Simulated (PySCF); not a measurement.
C5H9F2NSi2.
Atom-mapped SMILES: `[F:1][CH:2]([F:3])[C:4]1=[CH:5][Si@H:6]([NH:7][SiH3:8])[CH:9]=[CH:10]1`

Geometry (GFN2-xTB, Å), atoms numbered from 1 in this order:
```xyz
19
C5H9F2NSi2 angstrom
F     -3.2028    2.0873   -0.9883
C     -3.1489    0.7846   -0.6184
F     -4.0687    0.6385    0.3767
C     -1.7802    0.3783   -0.1557
C     -0.7141    1.1817   -0.1052
Si     0.7510    0.2027    0.5741
N      2.0555    0.1685   -0.5567
Si     3.6435   -0.4991   -0.3347
C     -0.3543   -1.3314    0.6691
C     -1.5854   -1.0096    0.2635
H     -3.5039    0.1829   -1.4741
H     -0.7687    2.2182   -0.3873
H      1.2337    0.6543    1.8763
H      1.7937    0.3444   -1.5137
H      3.5913   -1.9520   -0.1428
H      4.3739   -0.1638   -1.5565
H      4.2083    0.1389    0.8523
H     -0.1086   -2.3260    1.0007
H     -2.4252   -1.6893    0.2284
```

Probes without a nucleus sit at each ring's centroid and 1 Å off its mean plane on both sides; NICS is minus the shielding there, NICSzz its component along the normal. Level: GIAO PBE0/pcSseg-1 (PySCF, non-relativistic, gas phase) on the GFN2-xTB geometry, one conformer.

Ring bond lengths (Å), with Mayer bond orders in brackets: C4–C5 1.336 (1.84), C5–Si6 1.888 (0.86), Si6–C9 1.893 (0.83), C9–C10 1.335 (1.86), C10–C4 1.463 (1.02).

Problem. Give the NICS values of each ring in ppm.

Solution. 
| ring | type | NICS(0) | NICS(1), two faces | NICS(1)zz, two faces | rms pucker (Å) | centre to ring atoms, mean (Å) |
| --- | --- | --- | --- | --- | --- | --- |
| C4–C5–Si6–C9–C10 | 5-membered ring with Si; formal bonds 2 double, 3 single | 2.5 | -0.8 / -0.9 | 4.3 / 4.4 | 0.01 | 1.34 |

Problem. What do they say, and how far can they be read as aromaticity?

Solution. 
- C4–C5–Si6–C9–C10: mean NICS(1)zz 4.4 ppm, deshielded. Si6 has four or more neighbours, so the value isn't read as a sign of a π ring current.

Problem. Give the inner angles of the rings and the Hirshfeld charges of the ring atoms.

Solution. 
- C4–C5–Si6–C9–C10: C4 117.0° (-0.021 e), C5 108.7° (-0.145 e), Si6 89.2° (+0.394 e), C9 109.1° (-0.146 e), C10 116.0° (-0.048 e); sum 540.0° against 540° for a flat convex ring.

Problem. How shielded are the nuclei of the rings and their hydrogens (means over atoms taken as equivalent)?

Solution. 
```
atoms                      environment  σ isotropic (ppm)  principal values of the symmetric part, first atom (ppm)
   C4  fully substituted alkene carbon               25.0                                        -91.8, 42.0, 124.9
   C5                 alkene CH carbon               54.5                                        -50.8, 34.2, 180.0
  Si6                      SiH silicon              364.4                                       311.5, 387.6, 394.2
   C9                 alkene CH carbon               45.8                                        -66.7, 30.6, 173.6
  C10                 alkene CH carbon               36.5                                        -84.0, 48.5, 145.0
  H12                 vinylic hydrogen              25.34                                          22.1, 25.0, 28.9
  H13                    Si–H hydrogen              26.48                                          23.2, 24.7, 31.5
  H18                 vinylic hydrogen              25.32                                          22.9, 25.9, 27.2
  H19                 vinylic hydrogen              24.64                                          22.3, 23.4, 28.2
```

On an Arm Neoverse N1 with one thread, shared host with 64 logical CPUs at a one-minute load of 60, this took 95 s of wall time and 1.0 GiB of memory at its peak. This is the whole shielding run at PBE0/pcSseg-1, SCF included.
